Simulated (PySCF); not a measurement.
C2H9NSi3, SMILES [SiH3]C#C[SiH2]N[SiH3].

The structure is a stationary point at PBE0-D3(BJ)/def2-SVP. This is a generated structure with no PubChem entry under its InChIKey; it may be hypothetical. One conformer was computed; it need not be the lowest.

The numbers are results of PBE0-D3(BJ)/def2-SVP (PySCF), not measurements.

Frequencies are harmonic and unscaled.

A small imaginary wavenumber (i) marks a very flat motion, where grid noise or a shallow saddle decides the sign.

Computed vibrational spectrum:
```csv
mode,ν (cm⁻¹),IR (km/mol),moving atoms (share of kinetic energy)
1,17i,0.0,H 97 %
2,23,0.2,"Si 70 %, H 20 %"
3,60,0.8,"H 80 %, Si 9 %"
4,90,0.8,"H 36 %, C 29 %, N 27 %, Si 8 %"
5,109,1.8,"C 63 %, H 21 %, Si 14 %"
6,189,1.5,"Si 32 %, H 30 %, N 20 %, C 18 %"
7,226,3.5,"C 30 %, Si 24 %, H 24 %, N 22 %"
8,314,1.2,"C 75 %, H 24 %"
9,377,6.5,"C 59 %, H 20 %, Si 17 %"
10,386,41.5,"H 58 %, Si 30 %, N 10 %"
11,455,45.9,"Si 47 %, H 22 %, C 20 %, N 10 %"
12,582,21.9,"H 56 %, Si 32 %, C 10 %"
13,620,1.1,"H 55 %, Si 33 %, N 10 %"
14,679,47.3,"H 75 %, C 15 %, Si 10 %"
15,680,45.3,"H 74 %, C 16 %, Si 10 %"
16,715,78.1,"H 82 %, N 10 %, Si 9 %"
17,748,44.7,"H 74 %, N 9 %, Si 9 %"
18,812,300.8,"C 68 %, Si 27 %"
19,837,59.2,"H 63 %, N 26 %, Si 9 %"
20,877,821.1,"H 83 %, Si 13 %"
21,915,98.7,H 95 %
22,926,177.0,H 94 %
23,935,28.6,"H 91 %, Si 8 %"
24,939,40.2,H 97 %
25,940,46.5,H 97 %
26,952,205.0,"H 47 %, N 33 %, Si 19 %"
27,960,85.8,H 90 %
28,998,57.3,H 85 %
29,1204,195.7,"H 66 %, N 31 %"
30,2213,135.6,H 96 %
31,2228,149.1,H 98 %
32,2239,6.0,"C 75 %, H 24 %"
33,2245,131.4,H 95 %
34,2248,108.0,H 96 %
35,2248,20.4,H 94 %
36,2249,81.1,H 96 %
37,2249,67.9,"H 81 %, C 17 %"
38,2261,120.7,H 95 %
39,3612,45.9,H 93 %
```
